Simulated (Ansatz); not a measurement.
`CO[CH2][AlH][SiH3]` and `CO[CH2][AlH2]` differ in one atom or group.

Ansatz, PBE0-D4/def2-TZVP geometries, multiplicity 1. Each molecule was computed in one conformer, which needn't be the lowest.

```
                                        property  `CO[CH2][AlH][SiH3]`
size of the dipole moment (B3LYP/def2-TZVPP) / D                  1.14
             HOMO–LUMO gap (PBE/def2-TZVPP) / eV                  2.76
               HOMO energy (PBE/def2-TZVPP) / eV                 -5.33
           LUMO energy (ωB97M-V/def2-TZVPP) / eV                 -0.19
  size of the dipole moment (PBE/def2-TZVPP) / D                  1.09
           HOMO energy (ωB97M-V/def2-TZVPP) / eV                 -8.87
```

Q: What does the change do to each property? (Best estimate.)

A: Ansatz gave: 
```csv
property,`CO[CH2][AlH2]`,shift
size of the dipole moment (B3LYP/def2-TZVPP) / D,1.37,0.23
HOMO–LUMO gap (PBE/def2-TZVPP) / eV,3.73,0.97
HOMO energy (PBE/def2-TZVPP) / eV,-5.87,-0.54
LUMO energy (ωB97M-V/def2-TZVPP) / eV,0.22,0.41
size of the dipole moment (PBE/def2-TZVPP) / D,1.32,0.23
HOMO energy (ωB97M-V/def2-TZVPP) / eV,-9.84,-0.97
```

With PBE0 the HOMO falls by 0.78 eV and the LUMO rises by 0.47 eV, so the gap widens by about 1.25 eV. PBE moves the HOMO by -0.54 eV and ωB97M-V by -0.97 eV. Dipoles are sizes alone; their direction can turn.

B3LYP here is the variant with VWN-RPA as its local correlation; programs differ in this.
